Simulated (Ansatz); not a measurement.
Consider the redistribution: `[CH3][AlH][Se]C` + `CCBS` → `[CH3][AlH][BH]S` + `CC[Se]C`.

Calculated with Ansatz (gas phase, PBE0-D4/def2-TZVP geometries, no zero-point term in ΔE). CCSD(T)/CBS is the MP2 limit (def2-TZVPP, def2-QZVPP) plus CCSD(T) − MP2 in def2-TZVPP, frozen cores. This one scheme is used for every species. Functionals use def2-TZVPP. B3LYP here is the variant with VWN-RPA as its local correlation; programs differ in this. HSE06 is defined as in plane-wave codes. For Se outer-core shells are correlated without core-valence functions, which leaves a few kJ/mol of doubt a bond. Scalar relativity is left out up to krypton. One conformer a species, not always the lowest.

```
             level  ΔE (kJ/mol)  difference from CCSD(T)/CBS
            PBE-D4        176.8                         -6.8
         revPBE-D4        173.9                         -9.7
           BLYP-D4        177.4                         -6.2
         r2SCAN-D4        187.6                          4.0
            B97M-V        187.1                          3.5
           PBE0-D4        182.8                         -0.8
          B3LYP-D4        183.1                         -0.5
        r2SCAN0-D4        191.0                          7.4
          HSE06-D4        182.8                         -0.8
          BHLYP-D4        190.1                          6.5
      CAM-B3LYP-D4        185.9                          2.3
           ωB97X-V        181.8                         -1.8
           ωB97M-V        187.3                          3.7
            B2PLYP        184.4                          0.8
          PBE-QIDH        187.3                          3.7
               PBE        175.8                         -7.8
            revPBE        172.5                        -11.1
              BLYP        175.8                         -7.8
            r2SCAN        187.2                          3.6
              PBE0        181.8                         -1.8
             B3LYP        181.7                         -1.9
           r2SCANh        188.6                          5.0
           r2SCAN0        190.5                          6.9
             HSE06        181.8                         -1.8
             BHLYP        188.8                          5.2
RPA@PBE/def2-TZVPP        171.9                        -11.7
       HF/def2-SVP        199.6                         16.0
      MP2/def2-SVP        199.4                         15.8
     CCSD/def2-SVP        192.3                          8.7
  CCSD(T)/def2-SVP        190.9                          7.3
     HF/def2-TZVPP        192.2                          8.6
SCS-MP2/def2-TZVPP        183.6                          0.0
   CCSD/def2-TZVPP        182.3                         -1.3
CCSD(T)/def2-TZVPP        181.0                         -2.6
     HF/def2-QZVPP        191.5                          7.9
    MP2/def2-QZVPP        189.5                          5.9
SCS-MP2/def2-QZVPP        184.9                          1.3
      HF/CBS(def2)        191.4                          7.8
     MP2/CBS(def2)        190.9                          7.3
    CCSD/CBS(def2)        184.9                          1.3
       CCSD(T)/CBS        183.6                            0
```

Largest T1 diagnostic among the species: 0.014.

Leaving LDA and LC-ωPBE aside and taking each functional with its dispersion term where it has one, the values spread over 17.1 kJ/mol, from revPBE-D4 to r2SCAN0-D4. LDA lies +7.1 kJ/mol from PBE without D4. From PBE to PBE0 (25 % exact exchange), in def2-TZVPP and without D4, ΔE moves by +6.0 kJ/mol.
